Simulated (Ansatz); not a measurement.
Basis sets compared for the cluster H₄Au₂⁺. The state is a doublet with charge 1. Geometry PBE0-D4/def2-TZVP. Ansatz on 4 threads of Arm Neoverse V2 on a shared host; times are rough, and most runs start from earlier orbitals.

Cartesian coordinates in Å:
```
Au 1.2790 -0.3248 -0.0712
Au -1.2750 0.3408 0.0659
H 3.1209 -0.3981 -0.2284
H -3.0783 0.6402 -0.2136
H -2.9658 0.9162 0.5427
H 2.9193 -1.1743 -0.0954
```

In the def2 sets Au takes a core potential; there is no spin–orbit coupling. In the doublet, H4 and H5 lie 0.81 Å apart, H3 and H6 lie 0.81 Å apart (atoms count from 1), so H2 has formed as a molecule. No other spin state of charge 1 was run. The structure comes from a short search, and lower isomers may exist.

```json
{"level": "PBE-D4/def2-SVP", "functions": "84", "energy (Eh)": "-273.5941", "HOMO (eV)": "-12.22", "LUMO (eV)": "-11.69", "wall time": "1.1 s"}
{"level": "PBE0-D4/def2-SVP", "functions": "84", "energy (Eh)": "-273.5071", "HOMO (eV)": "-13.00", "LUMO (eV)": "-10.56", "wall time": "1.4 s"}
```

Estimate the rows for PBE-D4/def2-TZVP, PBE0-D4/def2-TZVP (with forces).


```tsv
level	functions	energy (Eh)	HOMO (eV)	LUMO (eV)	wall time
PBE-D4/def2-TZVP	104	-273.6181	-12.20	-11.66	1.4 s
PBE0-D4/def2-TZVP (with forces)	104	-273.5302	-13.00	-10.51	3.6 s
```
